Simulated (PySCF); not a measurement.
Isomers of C4H3N. Gas-phase values, no solvent. Strings in code marks are SMILES. All members: neutral, multiplicity 1. Level: M06-2X/def2-TZVP // B3LYP-D3(BJ)/def2-TZVP (PySCF), beside PBE-D3(BJ)/def2-TZVP // B3LYP-D3(BJ)/def2-TZVP (PySCF) at the same geometries. 

```tsv
species	HOMO–LUMO gap, PBE (eV)	HOMO–LUMO gap, M06-2X (eV)
`N=C=C1C=C1`	2.56	6.84
`C=C=C=C=N`	2.68	6.49
`N=c1c2c1C2`	3.13	7.47
`C#CC=C=N`	3.80	8.12
`C#CNC#C`	4.64	8.71
`C=C=CC#N`	4.73	8.92
`N#CC1C=C1`	5.41	withheld
```

**Question.** Fit y = a + b·x, y being the HOMO–LUMO gap at the first level, to the 6 complete rows by least squares, with x = the PBE value in eV. Give a, b and the rms residual, and predict the withheld value.

**Answer.** Means of the 6 rows: x̄ = 3.59, ȳ = 7.7583 eV. Σ(x − x̄)² = 4.5468 and Σ(x − x̄)(y − ȳ) = 4.6322, so b = 1.019 and a = ȳ − b·x̄ = 4.100 eV. The rms residual is 0.183 eV. At x = 5.41 the line gives 9.61 eV, outside the range of the fitted rows. The run for `N#CC1C=C1` gave 9.87 eV, so the line is off by 0.26 eV, within twice the rms residual.

Codes: PySCF.
